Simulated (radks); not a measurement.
Task: Te4+, configuration [Kr] 4d10 5s1.75 5p0.25 (fractional occupations, a model configuration). All-electron calculation, non-relativistic Kohn-Sham, Tao-Mo meta-GGA, spin-polarised, spherical densities, point nucleus; open shells are filled with parallel spins first (spin-orbit coupling, left out, can overturn this in heavy ions); meta-GGA in the generalised Kohn-Sham scheme; relativity is left out, which matters for an element this heavy. Program: a radial shooting solver on a logarithmic mesh with Libxc functionals. Some entries of the table are withheld. Estimate them.

| orbital | occ. | eigenvalue (Ry) | <1/r> (bohr^-1) | <r^2> (bohr^2) |
|---|---|---|---|---|
| 1s up | 1 | -2239.221 | 51.49 | 0.001142 |
| 1s down | 1 | -2239.220 | 51.49 | 0.001142 |
| 2s up | 1 | -337.8129 | 11.80 | 0.01863 |
| 2s down | 1 | -337.8121 | 11.80 | 0.01863 |
| 2p up | 3 | -316.8972 | 11.80 | 0.01402 |
| 2p down | 3 | -316.8959 | 11.80 | 0.01402 |
| 3s up | 1 | -69.72885 | 4.293 | 0.1282 |
| 3s down | 1 | -69.72776 | 4.293 | 0.1282 |
| 3p up | 3 | -61.01177 | 4.213 | 0.1231 |
| 3p down | 3 | -61.01037 | 4.213 | 0.1231 |
| 3d up | 5 | -44.96519 | 4.077 | 0.1043 |
| 3d down | 5 | -44.96371 | 4.077 | 0.1043 |
| 4s up | 1 | -14.42735 | 1.730 | 0.7120 |
| 4s down | 1 | -14.42492 | 1.730 | 0.7120 |
| 4p up | 3 | -11.42623 | 1.628 | 0.7894 |
| 4p down | 3 | -11.42307 | 1.628 | 0.7890 |
| 4d up | 5 | -6.36594 | 1.386 | 1.061 |
| 4d down | 5 | -6.35812 | 1.388 | 1.057 |
| 5s up | 1 | -3.79313 | (1) | 4.191 |
| 5s down | 0.75 | -3.74090 | (2) | 4.183 |
| 5p up | 0.25 | -3.04369 | 0.5953 | 5.189 |
| 5p down | 0 | -2.99100 | 0.5953 | 5.203 |

Result: 
(1) 5s up <1/r> (bohr^-1): 0.6667
(2) 5s down <1/r> (bohr^-1): 0.6686
